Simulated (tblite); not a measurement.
Species: C3H5FN2Si.
Atom-mapped SMILES: `[N:1]#[C:2]/[CH:3]=[C:4](\[F:5])[SiH2:6][NH2:7]` (hydrogens: H8 on C3; H9, H10 on Si6; H11, H12 on N7)

Computed geometry: GFN2-xTB, gas phase.

Q: What internal coordinates does the optimisation give?

A: 
| bond | length (pm) |
| --- | --- |
| N1≡C2 | 114.7 |
| C2–C3 | 140.6 |
| C3=C4 | 133.7 |
| C4–F5 | 134.9 |
| C4–Si6 | 190.0 |
| Si6–N7 | 172.0 |
| C3–H8 | 107.9 |
| Si6–H9, Si6–H10 | 146.3 |
| N7–H11, N7–H12 | 100.8 |

Bonds in one row agree within 1 pm and their mean is given. A selection of angles:
| angle | degrees |
| --- | --- |
| N1–C2–C3 | 179.4 |
| C2–C3–C4 | 124.6 |
| C2–C3–H8 | 116.7 |
| C4–C3–H8 | 118.7 |
| C3–C4–F5 | 118.9 |
| C3–C4–Si6 | 126.8 |
| F5–C4–Si6 | 114.3 |
| C4–Si6–N7 | 103.8 |
| C4–Si6–H9 | 109.8 |
| C4–Si6–H10 | 106.0 |
| N7–Si6–H9 | 106.2 |
| N7–Si6–H10 | 118.3 |
| H9–Si6–H10 | 112.2 |
| Si6–N7–H11 | 119.8 |
| Si6–N7–H12 | 118.5 |
| H11–N7–H12 | 109.5 |

Torsions: C2–C3–C4–F5 -1° (synperiplanar); C3–C4–Si6–N7 -21° (synperiplanar). The mirror-image conformer, all signs reversed, is as good.

N7 (silicon-bound nitrogen) is pyramidal (angles 119.8°, 118.5° and 109.5°, sum 347.7°, 0.24 Å off the plane of its three neighbours). The C–C distances run from 1.337 Å (C3=C4, drawn double) to 1.406 Å (C2–C3, drawn single), a spread of 0.069 Å. Si6 (SiH2 silicon) is distorted tetrahedral (angles from 103.8° to 118.3°). Of the pairs four or more bonds apart, N7···H8 is among the closest relative to their van der Waals radii: 2.77 Å, 101 % of the sum of Bondi's values.

Point group: C1 (no symmetry element, even within 0.4 Å). Its GFN2-xTB frequencies are all real (lowest 45 cm⁻¹). The numbers are those of one conformer (C3–C4–Si6–N7 -21°, C4–Si6–N7–H -53° and 169°). 2 starts were optimised and ended at 0.00 and 0.52 kcal/mol (GFN2-xTB); the lowest of these is shown.
